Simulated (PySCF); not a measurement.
# Partial charges of `CS[Si@@](N)(C#N)[SiH2]C#N`

Compound: C3H7N3SSi2.
Numbering: `[CH3:1][S:2][Si@@:3]([NH2:4])([C:5]#[N:6])[SiH2:7][C:8]#[N:9]` (hydrogens: H10, H11, H12 on C1; H13, H14 on N4; H15, H16 on Si7)

Structure used (GFN2-xTB), in Å, numbered top down from 1:
```
atom  x, y, z in Å
C1    -2.936    0.222    0.073
S2    -1.651    0.755    1.243
Si3    0.140    0.068    0.241
N4     0.157   -1.645    0.304
C5    -0.133    0.688   -1.518
N6    -0.340    1.088   -2.572
Si7    2.052    0.990    1.150
C8     3.324   -0.330    0.801
N9     4.056   -1.180    0.562
H10   -3.870    0.646    0.427
H11   -2.710    0.598   -0.920
H12   -3.001   -0.862    0.067
H13    0.967   -2.182    0.046
H14   -0.678   -2.209    0.294
H15    2.069    1.180    2.600
H16    2.548    2.182    0.460
```

Density: PBE0/pcSseg-1 (PySCF); schemes: Mulliken, IAO, Hirshfeld and ESP-fitted. Geometry: GFN2-xTB, one conformer, isolated molecule.

Problem. Atoms with like bonding are taken together and averaged. Do the Mulliken, IAO, Hirshfeld and ESP-fitted schemes agree on where the charge is highest?

Solution. All schemes agree: Mulliken Si3 (+0.722); IAO Si3 (+0.816); Hirshfeld Si3 (+0.338); ESP-fitted Si3 (+0.431).

Problem. For which atoms does the sign change between the 4 schemes (beyond +0.03 e in one, beyond −0.03 e in another)?

Solution. C5 and C8. Atomic charges aren't observables, and each scheme defines them in its own way.

Problem. Do the Mulliken, IAO, Hirshfeld and ESP-fitted schemes agree on where the charge is lowest?

Solution. All schemes agree: Mulliken N4 (-0.607); IAO N4 (-0.833); Hirshfeld N4 (-0.305); ESP-fitted N4 (-0.989).

Problem. What partial charge does each atom carry?

Solution. In e; atoms taken as equivalent share a row and are averaged (×n: the atom named and its like, n in all):

| atom | environment | Mulliken | IAO | Hirshfeld | ESP-fitted |
| --- | --- | --- | --- | --- | --- |
| C1 | S-methyl carbon | -0.397 | -0.495 | -0.111 | -0.442 |
| S2 | sulfur bonded to C and Si | -0.283 | -0.156 | -0.086 | -0.219 |
| Si3 | four-coordinate silicon | +0.722 | +0.816 | +0.338 | +0.431 |
| N4 | silicon-bound nitrogen | -0.607 | -0.833 | -0.305 | -0.989 |
| C5 | cyano carbon | -0.218 | -0.186 | -0.045 | +0.227 |
| N6 | cyano nitrogen | -0.205 | -0.197 | -0.196 | -0.404 |
| Si7 | SiH2 silicon | +0.471 | +0.469 | +0.312 | +0.148 |
| C8 | cyano carbon | -0.201 | -0.151 | -0.030 | +0.244 |
| N9 | cyano nitrogen | -0.199 | -0.193 | -0.193 | -0.400 |
| H10/H11/H12 | methyl hydrogen | +0.167 | +0.167 | +0.050 | +0.187 |
| H13/H14 | N–H hydrogen | +0.216 | +0.281 | +0.126 | +0.420 |
| H15 | Si–H hydrogen | -0.009 | -0.066 | -0.043 | +0.019 |
| H16 | Si–H hydrogen | -0.004 | -0.069 | -0.046 | -0.014 |

Mean size of the charges over all atoms: ESP-fitted 0.309 e, IAO 0.293 e, Mulliken 0.266 e, Hirshfeld 0.132 e. Each set sums to the total charge, 0, to within 0.001 e. The Hirshfeld scheme weights the molecular density at each point by an atom's share of the summed free-atom densities.

Some averages cover members that differ in this geometry: H10/H11/H12, ESP-fitted +0.167 to +0.221; H10/H11/H12, Mulliken +0.151 to +0.180; H10/H11/H12, IAO +0.153 to +0.179 e.

Problem. Sum the charges by element, for elements with more than one atom.

Solution. 
```json
{"element": "C", "atoms": "3", "Mulliken": "-0.817", "IAO": "-0.833", "Hirshfeld": "-0.186", "ESP-fitted": "+0.029"}
{"element": "Si", "atoms": "2", "Mulliken": "+1.193", "IAO": "+1.285", "Hirshfeld": "+0.650", "ESP-fitted": "+0.579"}
{"element": "N", "atoms": "3", "Mulliken": "-1.011", "IAO": "-1.223", "Hirshfeld": "-0.694", "ESP-fitted": "-1.794"}
{"element": "H", "atoms": "7", "Mulliken": "+0.918", "IAO": "+0.927", "Hirshfeld": "+0.316", "ESP-fitted": "+1.405"}
```

Problem. How many electrons does the Mulliken scheme count on N6?

Solution. Z − q = 7 − (-0.205) = 7.205.
